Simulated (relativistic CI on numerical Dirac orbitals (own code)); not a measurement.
**Ligand-field terms of d9**

Computed with a parametric ligand-field model of a d^n configuration (Racah B and C, spin-orbit zeta, crystal field), exact diagonalisation.

Field parameters in Wybourne normalisation: Oh B⁴₀ = 21Dq, B⁴₄ = √(5/14) B⁴₀. The field is a parameter set, without covalency.

B = 760 cm⁻¹, C = 3160 cm⁻¹ (C/B = 4.16), Oh, no spin-orbit coupling. Tanabe-Sugano data, E/B above the lowest term (Δ = |10Dq|; b, c mark the second and third term of a kind):

```
 Δ/B    2E    2T2
 1.0  0.00   1.00
 3.0  0.00   3.00
 5.0  0.00   5.00
 7.0  0.00   7.00
 9.0  0.00   9.00
11.0  0.00  11.00
13.0  0.00  13.00
15.0  0.00  15.00
17.0  0.00  17.00
19.0  0.00  19.00
21.0  0.00  21.00
23.0  0.00  23.00
25.0  0.00  25.00
27.0  0.00  27.00
29.0  0.00  29.00
31.0  0.00  31.00
33.0  0.00  33.00
35.0  0.00  35.00
37.0  0.00  37.00
39.0  0.00  39.00
41.0  0.00  41.00
43.0  0.00  43.00
45.0  0.00  45.00
47.0  0.00  47.00
```

The ground term stays 2E.
